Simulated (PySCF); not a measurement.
Compound: C6H9O2 (doublet state).
Z-matrix (Å and degrees, GFN2-xTB geometry), rows numbered from 1:
```
C 
O   1  1.3249
C   2  1.3748  1  119.66
O   3  1.2158  2  120.41  1    -0.38
C   3  1.4652  2  110.97  1   179.51
C   5  1.5036  3  116.26  2    -1.26
C   5  1.3425  3  122.90  2   178.85
C   7  1.4850  5  128.18  3     0.08
H   1  1.0753  2  120.02  3    -0.32
H   1  1.0707  2  115.69  3   179.52
H   6  1.0887  5  110.64  3    61.27
H   6  1.0885  5  110.53  3   -57.91
H   6  1.0867  5  110.34  3  -178.36
H   7  1.0848  5  117.24  3   179.87
H   8  1.0906  7  109.46  5   117.82
H   8  1.0901  7  109.64  5  -124.81
H   8  1.0836  7  111.63  5    -3.17
```

The hyperfine couplings belong to this conformer and change with its torsions.

Identity: `[CH2]OC(=O)/C(C)=C\C` [radical].

Method: UKS B3LYP, pcH-1 on C H O, non-relativistic, mean-field spin-orbit, GIAO in PySCF 2.14.0. Isolated species at its GFN2-xTB geometry (one conformer only). A GFN2-xTB geometry isn't a minimum of the functional, and hyperfine couplings can be far from their values at a DFT geometry. Stability of the SCF solution: not tested.

The largest Mulliken spin population is on C1 (+0.94). The angles at C1 add up to 360.0°, so it is planar; its axial dipolar tensor and the negative couplings of its protons fit spin in a p orbital normal to that plane.

(1) McConnell's relation a(H) = Q·ρ ties the coupling of a proton on a planar π carbon to the spin population of that carbon. What Q do the computed values give?

Answers

(1) 
```csv
H,C,ρ(C),a(H) (G),a/ρ (G)
H9,C1,+0.939,-22.85,-24.3
H10,C1,+0.939,-22.69,-24.2
```

These protons share one ρ (within 0.01), so their mean ratio, Q = -24.2 G, is no test of linearity. In McConnell's picture π spin on carbon polarises the C–H bond and leaves opposite spin at the proton, which makes Q negative, as found here.

Couplings in gauss use g_iso = 2.0028.
